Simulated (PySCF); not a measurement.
**Working out the ionisation energy of V⁺**

V⁺ [Ar] 3d4 (5D) → V²⁺ [Ar] 3d3 (4F). All numbers are calculated (PySCF 2.14, the spin-free X2C one-electron Hamiltonian (Gaussian nucleus), in ANO-RCC-VTZP). Frozen: [Ne]. Energies in hartree (1 hartree = 27.21139 eV):

| part | V⁺ (lower) | V²⁺ (upper) |
| --- | --- | --- |
| UHF | -947.915156 | -947.431557 |
| MP2 opposite-spin | -0.237476 | -0.218316 |
| MP2 same-spin | -0.129075 | -0.092636 |

Problem. What does Hartree-Fock give?

Solution. (-947.431557) − (-947.915156) = 0.483599 hartree = 13.159 eV.

Problem. What do MP2 and SCS-MP2 (6/5 opposite-spin, 1/3 same-spin) give?

Solution. The opposite-spin parts differ by 0.521 eV and the same-spin parts by 0.992 eV. MP2: 13.159 + (0.521) + (0.992) = 14.672 eV. SCS-MP2: 13.159 + 1.2 × (0.521) + (0.992)/3 = 14.115 eV.

A first-order spin-orbit estimate adds -0.018 eV to MP2 (valence and next inner shell), giving 14.654 eV against 14.634 ± 0.007 eV (measured; NIST Atomic Spectra Database, ionization energies).

What remains against the reference includes basis incompleteness, the frozen core and correlation beyond second order.
